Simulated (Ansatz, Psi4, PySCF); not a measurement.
AlBr3, charge +1, doublet, at a GFN2-xTB geometry (such geometries of metal compounds can be far from the true shape) (a state made from the parent by changing its charge; the spin is typed, not shown lowest). Base run: REVPBE/def2-SVP (PySCF).

Here is a job for PySCF.
```python
from pyscf import gto, scf, dft

mol = gto.Mole()
mol.atom = '''
    Al    0.000000   -0.000000    0.000000
    Br   -1.815629   -1.351222   -0.105452
    Br   -0.015591    2.003118   -1.058633
    Br    1.831221   -0.651896    1.164085
'''
mol.basis = 'def2-svp'
mol.charge = 1
mol.spin = 1
mol.verbose = 4
mol.build()

mf = dft.UKS(mol)
mf.xc = 'revpbe'
mf.kernel()
```

The same geometry, method and basis name were run in Ansatz (a quantum-chemistry and plane-wave program) and Psi4 and PySCF, at each program's defaults and at the settings that a row names. The base is PySCF at its defaults. Differences at the defaults can come from grids, fitting, cores and function types together.

```json
[
 {"code and settings": "PySCF, defaults (exact integrals, its default grid, spherical functions)", "ΔE vs base (mEh)": "0.000", "basis functions": "114", "E (Eh)": "-7963.00481", "SCF cycles": "11"},
 {"code and settings": "Psi4, defaults (density fitting with its default set, its default grid, spherical functions)", "ΔE vs base (mEh)": "-0.033", "basis functions": "114", "E (Eh)": "-7963.00485", "SCF cycles": "9"},
 {"code and settings": "Ansatz, defaults (factorised integrals, its default grid, spherical functions)", "ΔE vs base (mEh)": "-0.012", "basis functions": "114", "E (Eh)": "-7963.00483", "SCF cycles": "-"},
 {"code and settings": "PySCF, density fitting with def2-universal-jkfit", "ΔE vs base (mEh)": "-0.078", "basis functions": "114", "E (Eh)": "-7963.00489", "SCF cycles": "11"},
 {"code and settings": "PySCF, fine grid", "ΔE vs base (mEh)": "-0.014", "basis functions": "114", "E (Eh)": "-7963.00483", "SCF cycles": "11"},
 {"code and settings": "Psi4, exact integrals, spherical functions, fine grid", "ΔE vs base (mEh)": "-0.012", "basis functions": "114", "E (Eh)": "-7963.00483", "SCF cycles": "12"},
 {"code and settings": "Ansatz, high accuracy", "ΔE vs base (mEh)": "-0.013", "basis functions": "114", "E (Eh)": "-7963.00483", "SCF cycles": "-"}
]
```

Open shells are given as the SCF converged; they aren't shown to be the lowest states, and a large step between rows can be another state.
